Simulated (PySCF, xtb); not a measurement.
ZrF3, SMILES [Zr+]([F])([F])[F], charge +1, multiplicity 1.

Harmonic wavenumbers (cm⁻¹) from GFN2-xTB run with xtb at its own minimum, in rising order: 112, 154, 154, 544, 587, 587.

### Question
What does PBE-D3(BJ)/def2-TZVP (PySCF) give at its own minimum? (Estimate from the structure and the level; the computed values follow.)

### Answer
144, 178, 178, 736, 739, 739. Paired by order, the mean absolute difference is 96 cm⁻¹ and the zero-point energies are 3.1 and 3.9 kcal/mol.
